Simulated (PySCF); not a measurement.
Calculation: PBE-D3(BJ)/def2-TZVP // PBE-D3(BJ)/def2-SVP in PySCF. All species are isolated molecules in the gas phase. One relaxed conformer stands for a flexible species; it need not be the lowest. 

Reference species: [W(OH)6] (neutral, multiplicity 1).

```json
{
 "charge on the central atom (Mulliken)": "1.24 e",
 "LUMO": "-3.47 eV",
 "coordination_number": "6",
 "HOMO–LUMO gap": "3.66 eV"
}
```

Changed species: [W(OH)3(NH2)3] (3 of 6 OH replaced by NH2; the reference has 0 of 6 OH replaced by NH2).

Task: Give the shifts of the charge on the central atom (Mulliken), LUMO, coordination number and HOMO–LUMO gap.

Result: the charge on the central atom (Mulliken) drops by 0.15 e, to 1.09 e; the LUMO rises by 0.71 eV, to -2.76 eV; the coordination number stays essentially unchanged; the HOMO–LUMO gap decreases by 0.90 eV, to 2.76 eV.
